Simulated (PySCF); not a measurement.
## State search for CI

Unrestricted PBE0; basis C def2-TZVPP, I def2-TZVPP with ECP28; scalar-relativistic core potentials; PySCF 2.14. Outer shells of the fragments: C 2s2 2p2; I 4d10 5s2 5p5.

Followed along the bond (rough minima from three points):

```
2Ms+1   unpaired  ⟨S²⟩ at the start  R at minimum (Å)  Te (eV)
    2        π ↑               0.76              2.03     0.00
    4  σ ↑, π ↑↑               3.76              2.01     1.59
```

Solutions found at the starting distance of 2.020 Å, counted from the lowest of them; the search is not exhaustive and high or unbound solutions are not listed, so other states can lie among these:

```json
{"2Ms+1": "2", "unpaired": "π ↑", "term": "²Π", "E (eV)": "0.00", "⟨S²⟩": "0.76", "⟨Lz²⟩": "1.02", "μ (D)": "1.77"}
{"2Ms+1": "4", "unpaired": "σ ↑, π ↑↑", "term": "⁴Σ⁻", "E (eV)": "1.59", "⟨S²⟩": "3.76", "⟨Lz²⟩": "0.00", "μ (D)": "0.90"}
{"2Ms+1": "2", "unpaired": "σ ↑, π ↑↓", "term": "mixed", "E (eV)": "2.60", "⟨S²⟩": "1.76", "⟨Lz²⟩": "2.02", "μ (D)": "1.47"}
{"2Ms+1": "2", "unpaired": "σ ↓, π ↑↑", "term": "mixed", "E (eV)": "2.71", "⟨S²⟩": "1.78", "⟨Lz²⟩": "0.00", "μ (D)": "1.69"}
{"2Ms+1": "4", "unpaired": "π ↑↑↑", "term": "⁴Π", "E (eV)": "3.12", "⟨S²⟩": "3.76", "⟨Lz²⟩": "1.01", "μ (D)": "3.84"}
{"2Ms+1": "2", "unpaired": "π ↑↑↓", "term": "mixed", "E (eV)": "3.51", "⟨S²⟩": "1.76", "⟨Lz²⟩": "3.03", "μ (D)": "3.81"}
{"2Ms+1": "2", "unpaired": "σ ↑", "term": "mixed", "E (eV)": "3.80", "⟨S²⟩": "0.76", "⟨Lz²⟩": "2.00", "μ (D)": "1.86"}
{"2Ms+1": "4", "unpaired": "σ ↑↑, π ↑", "term": "⁴Π", "E (eV)": "5.14", "⟨S²⟩": "3.79", "⟨Lz²⟩": "1.01", "μ (D)": "-0.83"}
{"2Ms+1": "4", "unpaired": "σ ↑, π ↑↑", "term": "mixed", "E (eV)": "5.87", "⟨S²⟩": "3.76", "⟨Lz²⟩": "2.02", "μ (D)": "1.57"}
{"2Ms+1": "4", "unpaired": "σ ↑, π ↑↑", "term": "mixed", "E (eV)": "6.20", "⟨S²⟩": "3.76", "⟨Lz²⟩": "2.02", "μ (D)": "1.35"}
{"2Ms+1": "2", "unpaired": "π ↑", "term": "²Π", "E (eV)": "7.70", "⟨S²⟩": "0.79", "⟨Lz²⟩": "1.01", "μ (D)": "1.90"}
```

A term symbol is given only where ⟨S²⟩ and ⟨Lz²⟩ are close to those of a pure state; real π, δ and φ orbitals otherwise mix terms. A positive dipole means C(−)I(+).

Spin–orbit coupling is left out. Counting both spins, an empty level lies below a filled one in some of these solutions, because spin and occupation are held.
